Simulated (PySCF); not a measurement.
CH₃IOSe, SMILES CO[Se]I.

The structure is a stationary point at PBE-D3(BJ)/def2-SVP. The def2 effective core potentials stand for the cores of I; spin–orbit coupling is left out. One conformer was computed; it need not be the lowest.

Method: PBE-D3(BJ)/def2-SVP (PySCF 2.14.0).

Frequencies are harmonic and unscaled.

```json
[
 {"mode": "1", "ν (cm⁻¹)": "82", "IR (km/mol)": "1.9", "moving atoms (share of kinetic energy)": "C 48 %, H 21 %, I 15 %, Se 13 %"},
 {"mode": "2", "ν (cm⁻¹)": "135", "IR (km/mol)": "0.5", "moving atoms (share of kinetic energy)": "H 77 %, O 16 %"},
 {"mode": "3", "ν (cm⁻¹)": "204", "IR (km/mol)": "1.1", "moving atoms (share of kinetic energy)": "I 28 %, O 27 %, Se 25 %, H 19 %"},
 {"mode": "4", "ν (cm⁻¹)": "243", "IR (km/mol)": "18.2", "moving atoms (share of kinetic energy)": "Se 40 %, O 34 %, H 13 %, I 11 %"},
 {"mode": "5", "ν (cm⁻¹)": "317", "IR (km/mol)": "2.4", "moving atoms (share of kinetic energy)": "C 36 %, O 24 %, H 23 %, Se 17 %"},
 {"mode": "6", "ν (cm⁻¹)": "586", "IR (km/mol)": "51.5", "moving atoms (share of kinetic energy)": "O 71 %, Se 16 %"},
 {"mode": "7", "ν (cm⁻¹)": "1011", "IR (km/mol)": "86.6", "moving atoms (share of kinetic energy)": "O 49 %, C 46 %"},
 {"mode": "8", "ν (cm⁻¹)": "1117", "IR (km/mol)": "1.6", "moving atoms (share of kinetic energy)": "H 76 %, C 19 %"},
 {"mode": "9", "ν (cm⁻¹)": "1133", "IR (km/mol)": "4.3", "moving atoms (share of kinetic energy)": "H 71 %, C 21 %"},
 {"mode": "10", "ν (cm⁻¹)": "1387", "IR (km/mol)": "6.7", "moving atoms (share of kinetic energy)": "H 90 %, C 9 %"},
 {"mode": "11", "ν (cm⁻¹)": "1393", "IR (km/mol)": "13.6", "moving atoms (share of kinetic energy)": "H 95 %"},
 {"mode": "12", "ν (cm⁻¹)": "1419", "IR (km/mol)": "14.3", "moving atoms (share of kinetic energy)": "H 96 %"},
 {"mode": "13", "ν (cm⁻¹)": "2934", "IR (km/mol)": "43.5", "moving atoms (share of kinetic energy)": "H 97 %"},
 {"mode": "14", "ν (cm⁻¹)": "3022", "IR (km/mol)": "22.9", "moving atoms (share of kinetic energy)": "H 90 %, C 10 %"},
 {"mode": "15", "ν (cm⁻¹)": "3063", "IR (km/mol)": "7.8", "moving atoms (share of kinetic energy)": "H 90 %, C 10 %"}
]
```
